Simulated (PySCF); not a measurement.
[CrF3]- holds Cr(II), d4, at total charge -1. The structure is a model geometry with rigid ligands and bond lengths from ionic radii, not a minimum; coordination trigonal planar, point group D3h, metal–donor distances 1.92 Å.

Method (PySCF 2.14, density fitting): CASSCF(4,5) with orbitals averaged over all microstates of the shell, strongly contracted NEVPT2 on the averaged canonical orbitals; basis x2c-TZVPall on the metal, x2c-SVPall elsewhere; spin-free X2C; IEF-PCM water; spin-orbit coupling by state interaction with the mean-field operator over all roots.

CASSCF energies above the lowest CASSCF root:

```json
{"state": "5E'", "CASSCF / cm⁻¹": "0"}
{"state": "5E''", "CASSCF / cm⁻¹": "9322"}
{"state": "5A1'", "CASSCF / cm⁻¹": "10583"}
{"state": "3A2''", "CASSCF / cm⁻¹": "19667"}
{"state": "3A1''", "CASSCF / cm⁻¹": "19746"}
{"state": "3E'", "CASSCF / cm⁻¹": "19862"}
{"state": "3E''", "CASSCF / cm⁻¹": "19966"}
{"state": "3A2'", "CASSCF / cm⁻¹": "20072"}
{"state": "3E'", "CASSCF / cm⁻¹": "20978"}
{"state": "3E''", "CASSCF / cm⁻¹": "22746"}
{"state": "3A2'", "CASSCF / cm⁻¹": "23892"}
{"state": "3E'", "CASSCF / cm⁻¹": "24069"}
{"state": "3A2''", "CASSCF / cm⁻¹": "24659"}
{"state": "3A1''", "CASSCF / cm⁻¹": "24966"}
{"state": "3A1'", "CASSCF / cm⁻¹": "26287"}
{"state": "3E''", "CASSCF / cm⁻¹": "26302"}
{"state": "1A1'", "CASSCF / cm⁻¹": "27032"}
{"state": "1E''", "CASSCF / cm⁻¹": "27422"}
{"state": "1E'", "CASSCF / cm⁻¹": "28780"}
{"state": "3E'", "CASSCF / cm⁻¹": "29031"}
{"state": "3A2'", "CASSCF / cm⁻¹": "29152"}
{"state": "1A1'", "CASSCF / cm⁻¹": "31162"}
```

How does dynamic correlation (SC-NEVPT2) move these states?


```csv
state,NEVPT2 / cm⁻¹,shift / cm⁻¹
5E',0,0
5E'',10036,+714
5A1',12624,+2040
3A2'',17446,-2222
3A1'',17423,-2322
3E',18338,-1524
3E'',18221,-1745
3A2',17732,-2340
3E',19525,-1454
3E'',19174,-3572
3A2',20699,-3193
3E',21499,-2570
3A2'',22815,-1844
3A1'',23117,-1849
3A1',23372,-2914
3E'',24280,-2021
1A1',25031,-2001
1E'',25323,-2099
1E',26573,-2207
3E',27175,-1856
3A2',27043,-2109
1A1',26692,-4470
```

The geometry is a model, and the complex may not exist in this form. The ground state is orbitally degenerate in this regular structure, which would distort (Jahn–Teller). NEVPT2 lifts 5A1' from 10583 to 12624 cm⁻¹; on the d shell alone such lifts tend to overshoot. Gaps between spin states lean to high spin in this active space.
